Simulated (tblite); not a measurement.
Compound: C6H10O2SSi.
Geometry (GFN2-xTB, Å), atoms numbered from 1 in this order:
```xyz
20
C6H10O2SSi angstrom
C      2.029    2.014    0.329
C      2.222    0.820    1.266
C      1.267   -0.231    0.981
C      0.463   -1.099    0.747
Si    -0.787   -2.372    0.265
O     -2.169   -2.263    1.086
S     -1.082   -2.008   -1.872
C     -1.088   -0.180   -1.938
C     -2.296    0.449   -1.326
O     -2.924    0.020   -0.397
H      2.762    2.786    0.554
H      2.155    1.711   -0.709
H      1.033    2.436    0.448
H      2.096    1.138    2.305
H      3.232    0.415    1.152
H     -0.343   -3.744    0.355
H     -2.792   -1.562    0.871
H     -0.993    0.100   -2.986
H     -0.209    0.175   -1.390
H     -2.581    1.406   -1.805
```

Computed values, GFN2-xTB/tblite, gas phase, harmonic and unscaled. Errors from tens to a few hundred cm⁻¹ against measured bands are possible. Modes of hydrogen on silicon can be 10 to 20 % off. One conformer, not necessarily the lowest. The optimisation stopped once no atom felt more than 0.01 eV/Å.

Lowest wavenumbers of the output (negative numbers stand for imaginary wavenumbers):
```
mode    cm-1
  1     -25.0
  2      17.2
  3      42.3
  4      49.8
  5      81.1
  6     132.4
  7     148.0
  8     161.3
```

Problem. Is this structure a minimum?

Solution. Not by this Hessian. 1 mode is imaginary beyond 20i (25i cm⁻¹), so at this level the point lies at or near a first-order saddle. The curvature is small, so loose convergence or finite differences may be the whole cause.

Problem. Which atoms move in the imaginary mode?

Solution. 25i: C9 (aldehyde carbon) 36 %, H20 (formyl hydrogen) 20 %, O10 (aldehyde oxygen) 11 %. These are shares of the mass-weighted motion.

Problem. What is the remedy?

Solution. Step along that mode in both directions, optimise again with tighter thresholds and repeat the frequencies. The zero-point energy of this point (90.4 kcal/mol) counts the 53 real modes alone, and thermal corrections from it aren't those of a minimum.

The run took 3.6 s on one thread, Intel Xeon at 2.50 GHz (x86_64), no GPU, on a shared host. This covers the Hessian and the dipole derivatives.
